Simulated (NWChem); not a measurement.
System: CuHOBr, doublet; SMILES [OH][Cu][Br]

```xyz
4

Cu     0.0217    -0.8177     0.0000
Br    -0.0132     1.3912     0.0000
O      0.0950    -2.5789     0.0000
H     -0.7409    -3.0644     0.0000
```
Atoms are numbered in this order, from 1.

Level: PBE0/def2-SVP, spin-unrestricted (NWChem), optimised geometry, unscaled harmonic frequencies. In the optimisation the excess spin sits in a" (Cs, its own frame). This build's default masses of Se (78.918 u) and Br (79.917 u) are each other's, which moves their modes by up to 0.6 %. This spin state was assumed; another may lie lower.

```csv
frequency (cm⁻¹),IR intensity (km/mol)
67,10.7
130,6.1
296,11.4
646,155.8
660,9.0
3865,238.1
```

```yaml
zero_point_energy: 8.1 kcal/mol
thermal correction to the enthalpy at 298.15 K (with zero-point energy): 11.8 kcal/mol
heat capacity Cv: 13.4 cal/(mol K)
"entropy at 298.15 K and 1 atm (symmetry number 1, electronic part: spin degeneracy alone)": 74.4 cal/(mol K)
dipole_moment: 2.59 D
```

Rigid rotor and harmonic oscillator; modes under 100 cm⁻¹ make the entropy uncertain.
